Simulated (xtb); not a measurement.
Al(Cl)(OH)(NH2) (AlClH3NO), SMILES [NH2][Al]([OH])[Cl]. All values are semi-empirical tight-binding results from xtb (GFN2-xTB unless named), good for trends rather than for accurate numbers. Geometry optimised at GFN2-xTB. One conformer was computed; it need not be the lowest.

For metal compounds this method's bond lengths and energies can be far off.

Computed properties:
- point group as xtb finds it = Cs
- orbital gap = 3.97 eV
- zero-point energy = 24.0 kcal/mol
- G − E(el) at 298.15 K (modified RRHO) = 5.0 kcal/mol
